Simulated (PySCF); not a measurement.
Compound: cyclo-(F2SiS)4.
Bonds: Si1–F2, Si1–F3, Si1–S4, Si1–S16, S4–Si5, Si5–F6, Si5–F7, Si5–S8, S8–Si9, Si9–F10, Si9–F11, Si9–S12, S12–Si13, Si13–F14, Si13–F15, Si13–S16.

Definitions: NICS(0) = −σiso at the ring centroid; NICS(1) = −σiso and NICS(1)zz = −σzz at ±1 Å along the ring normal z. Level: GIAO B3LYP/pcSseg-1 (PySCF, non-relativistic, gas phase) on the PBE0-D3(BJ)/def2-SVP geometry, one conformer.

Ring bond lengths (Å): Si1–S4 2.119, S4–Si5 2.122, Si5–S8 2.119, S8–Si9 2.119, Si9–S12 2.123, S12–Si13 2.117, Si13–S16 2.121, S16–Si1 2.118.

Question: Give the NICS values of each ring in ppm.

Answer: 
| ring | type | NICS(0) | NICS(1), two faces | NICS(1)zz, two faces | rms pucker (Å) | centre to ring atoms, mean (Å) |
| --- | --- | --- | --- | --- | --- | --- |
| Si1–S4–Si5–S8–Si9–S12–Si13–S16 | 8-membered ring with 4 S and 4 Si | -3.0 | -3.5 / -2.4 | 6.6 / 4.4 | 0.75 | 2.35 |

Question: What can be read from them?

Answer: 
- Si1–S4–Si5–S8–Si9–S12–Si13–S16: mean NICS(1)zz 5.5 ppm, deshielded. Si1, Si5, Si9, Si13 have four or more neighbours, so the value isn't read as a sign of a π ring current.

Question: At the second NICS(1) probe listed for ring Si1–S4–Si5–S8–Si9–S12–Si13–S16, 1 Å off the ring, what do the in-plane components average?

Answer: The isotropic value is a third of the trace: (3 × -2.4 − (4.4))/2 = -5.8 ppm.

Question: How shielded are the nuclei of the rings and their hydrogens (means over atoms taken as equivalent)?

Answer: 
| atoms | environment | σ isotropic (ppm) |
| --- | --- | --- |
| Si1 (×4) | silicon bonded to 2 F and 2 S | 348.6 |
| S4 (×4) | sulfur bonded to 2 Si | 586.2 |

Question: How do the values depend on the level or the medium?

Answer: 
| level | NICS(0), Si1–S4–Si5–S8–Si9–S12–Si13–S16 | mean NICS(1)zz, Si1–S4–Si5–S8–Si9–S12–Si13–S16 |
| --- | --- | --- |
| B3LYP/pcSseg-1, gas | -3.0 | 5.5 |
| PBE0/pcSseg-1, gas | -3.3 | 5.4 |

The geometry is the same throughout.
